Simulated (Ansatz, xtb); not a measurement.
Ranking isomers of C4H5NO2S2

8 gas-phase structures of C4H5NO2S2, from a drawn sample of its isomers (lower ones may exist). Each was relaxed with GFN2-xTB; where two conformers were screened, the lower at r2SCAN-D4/def2-SVP is listed:

A. `C[S@](=O)c1ncc(O)s1`, a singlet
B. `CS(=O)(=O)c1ccsn1`, a singlet
C. `CS(=O)(=O)c1cnsc1`, a singlet
D. `CS(=O)(=O)c1nccs1`, a singlet
E. `C[S@](=O)Oc1ccsn1`, a singlet
F. `CS(=O)(=O)c1ccns1`, a singlet
G. `CO[S@](=O)c1ccsn1`, a singlet
H. `CSc1nc([SH]=O)co1`, a singlet

Task: Which do you expect lowest at r2SCAN-D4/def2-SVP, and how would the others follow?

Result: Calculated order at r2SCAN-D4/def2-SVP: E (0.0), A (2.2), D (6.6), B (10.1), C (10.1), F (12.2), G (12.8), H (13.3) kcal/mol. Less than 1 kcal/mol parts B and C; F and G; G and H, so the order within those pairs means little. CCSD(T)/def2-SVP + ΔMP2/def2-TZVPP after further relaxation puts D lowest instead.

Energies above the lowest of each column, in kcal/mol; the last columns are at PBE-D3(BJ)/def2-SVP geometries and were run for some of them only (a dash: not run or not comparable):

| structure | GFN2-xTB | HF/STO-3G | r2SCAN-D4/def2-SVP | PBE-D3(BJ)/def2-SVP | CCSD(T)/def2-SVP + ΔMP2/def2-TZVPP |
| --- | --- | --- | --- | --- | --- |
| E | 0.0 | 7.0 | 0.0 | 0.0 | 4.9 |
| A | 20.4 | 4.5 | 2.2 | 3.3 | 11.1 |
| D | 23.9 | 139.4 | 6.6 | 9.7 | 0.0 |
| B | 24.5 | 141.7 | 10.1 | 12.6 | – |
| C | 25.2 | 143.7 | 10.1 | 12.5 | – |
| F | 26.5 | 148.0 | 12.2 | 14.1 | – |
| G | 15.3 | 14.7 | 12.8 | – | – |
| H | 22.5 | 0.0 | 13.3 | – | – |

CCSD(T)/def2-SVP + ΔMP2/def2-TZVPP puts D lowest of those it was run on; GFN2-xTB picks E, HF/STO-3G picks H, r2SCAN-D4/def2-SVP picks E, PBE-D3(BJ)/def2-SVP picks E. CCSD(T)/def2-SVP + ΔMP2/def2-TZVPP orders those it was run on as D (0.0), E (4.9), A (11.1) kcal/mol. Flexible structures stand in one conformer each, not always the lowest. Frequencies (GFN2-xTB) were run for A, D, E alone. The ΔMP2 step shifts differences by up to 17.7 kcal/mol, which makes them less sure. ΔMP2 is the change of the MP2 energy from the smaller to the larger basis.

Over these structures GFN2-xTB departs from r2SCAN-D4/def2-SVP by 5.6 kcal/mol on average once a common shift is removed. A GFN2-xTB relaxation took about 0.14 s and the r2SCAN-D4/def2-SVP energy about 3 s on a shared host (Ansatz 0.2.0, xtb 6.7.1).
